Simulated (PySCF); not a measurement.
All of these have the formula CH11NSi3. Level of theory: PySCF, TDDFT CAM-B3LYP/def2-SVPD, vertical, gas phase, core orbitals frozen in the response. Geometries: GFN2-xTB; one conformer of each isolated species. Triplets are in the Tamm–Dancoff approximation. 'Strongest' means the level of largest summed f among the lowest 8 singlets; it needn't be the same kind of state in each.

Problem. Rank by computed energy of the strongest computed level, highest first.
A. `[SiH3]C[SiH2]N[SiH3]`
B. `NC([SiH3])([SiH3])[SiH3]`
C. `CN[SiH2][SiH2][SiH3]`
D. `[SiH3][SiH]([SiH3])NC`
E. `[SiH3]C([SiH3])[SiH2]N`

Solution. A (8.14 eV), E (7.91 eV), C (7.28 eV), B (6.90 eV), D (6.71 eV).

```
                  SMILES  strongest (eV)  gap (eV)  T1 (eV)  S1 (eV)  α (au)  S1 mainly
    [SiH3]C[SiH2]N[SiH3]            8.14      9.55     5.90     6.21    98.3  H→L (88%)
  N[SiH2]C([SiH3])[SiH3]            7.91      9.80     6.07     6.42    99.8  H→L (86%)
    CN[SiH2][SiH2][SiH3]            7.28      8.58     5.07     5.38   108.3  H→L (87%)
NC([SiH3])([SiH3])[SiH3]            6.90      9.02     5.48     5.76   102.5  H→L (85%)
   CN[SiH]([SiH3])[SiH3]            6.71      8.56     4.98     5.28   108.3  H→L (87%)
```

H and L stand for HOMO and LUMO.

- `[SiH3]C[SiH2]N[SiH3]`: Löwdin shares by element: HOMO nitrogen 51%, silicon 20% or more, hydrogen 8% or more (atoms not listed hold the other 21%); LUMO silicon 41% or more, hydrogen 11% or more, nitrogen 8% (atoms not listed hold the other 40%).
- `N[SiH2]C([SiH3])[SiH3]`: Löwdin shares by element: HOMO nitrogen 56%, hydrogen 16% or more, silicon 15% or more; LUMO silicon 37% or more, nitrogen 9%, hydrogen 9% or more (atoms not listed hold the other 45%).
- `CN[SiH2][SiH2][SiH3]`: Löwdin shares by element: HOMO nitrogen 53%, silicon 11% or more, carbon 10%, hydrogen 7% or more (atoms not listed hold the other 18%); LUMO silicon 59%, nitrogen 6% (atoms not listed hold the other 35%).
- `NC([SiH3])([SiH3])[SiH3]`: Löwdin shares by element: HOMO nitrogen 46%, carbon 21%, silicon 11% or more, hydrogen 4% or more (atoms not listed hold the other 18%); LUMO silicon 43%, nitrogen 6% (atoms not listed hold the other 50%).
- `CN[SiH]([SiH3])[SiH3]`: Löwdin shares by element: HOMO nitrogen 53%, silicon 11% or more, carbon 10%, hydrogen 8% or more (atoms not listed hold the other 18%); LUMO silicon 60%, hydrogen 8% or more (atoms not listed hold the other 32%).
